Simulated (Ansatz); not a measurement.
Basis-set extrapolation for C4H7Al (`C#[C][Al]([CH3])[CH3]`) (PBE0-D4/def2-TZVP geometry, frozen core, Ansatz 0.2.0). Multiplicity 1, RHF reference.

|  | def2-TZVPP | def2-QZVPP |
| --- | --- | --- |
| HF | -397.500558 | -397.514506 |
| MP2 correlation | -0.731804 | -0.779019 |
| CCSD(T) correlation | -0.809152 | not run |

Energies in hartree. Use E(X) = E(∞) + A·exp(−7.88·√X) for Hartree–Fock and E(X) = E(∞) + B·X^(−2.97) for correlation, with X = 3 and 4, and add CCSD(T) minus MP2 of the smaller set to the MP2 limit.

Task: What is the CCSD(T) energy at the basis-set limit?

Result: HF limit: -397.514506 + (-0.013948) × 0.13774 = -397.51643. MP2 limit: -0.779019 + (-0.047215) × 0.74074 = -0.81399. Higher-order term: -0.809152 − (-0.731804) = -0.07735. Total: -398.40777 hartree, 257.5 kJ/mol below CCSD(T)/def2-TZVPP.
